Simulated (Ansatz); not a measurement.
Ideal-gas functions of `[CH3][Ti]([OH])([Cl])[Cl]` at 400 K and 1 bar, from an Ansatz frequency run at PBE0-D4/def2-TZVP.

Molar mass 150.82 g/mol, point group Cs (symmetry number 1), electronic degeneracy 1, moments of inertia 212.721, 319.179, 372.8 u Å². Harmonic wavenumbers (cm⁻¹, unscaled): 104, 113, 135, 138, 144, 178, 184, 299, 417, 463, 557, 559, 588, 831, 1153, 1402, 1403, 3032, 3138, 3143, 3956.

Use S(trans) = R[1.5 ln M + 2.5 ln T − 1.1517]; rotational temperatures θ = 24.2544 K / I; S(rot) = R[ln(√π/σ · √(T³/θAθBθC)) + 1.5]; for each mode x = 1.438777 ν̃/T, S = R[x/(eˣ − 1) − ln(1 − e⁻ˣ)] and H = RT x/(eˣ − 1); 1 cm⁻¹ = 0.0119627 kJ/mol; R = 8.31446 J/(mol·K).

By hand: the entropy, in J/(mol·K).

Translation 177.5. Rotation: θ = 0.114, 0.076, 0.0651 K, giving 123.1. Vibration, mode by mode: 16.54, 15.86, 14.40, 14.22, 13.88, 12.16, 11.90, 8.10, 5.68, 4.97, 3.80, 3.78, 3.48, 1.75, 0.69, 0.33, 0.33, 0.00, 0.00, 0.00, 0.00, in all 131.9. Electronic 0.0. Sum 432.5 J/(mol·K).

By hand: H − E and G − E in kJ/mol, counted from the electronic energy.

Zero-point energy ½ × 21937 × 0.0119627 = 131.2; thermal vibration 26.4; translation, rotation and pV give 4 RT = 13.3. H − E = 170.9 kJ/mol, and G − E = 170.9 − 400 × 432.5/1000 = -2.1 kJ/mol.

Vibration gives 30 % of the entropy, 74.9 J/(mol·K) of it from the modes under 150 cm⁻¹: soft modes count most, and the harmonic formula is weakest for them. The sum counts one conformer and one mirror image; others add a mixing term.
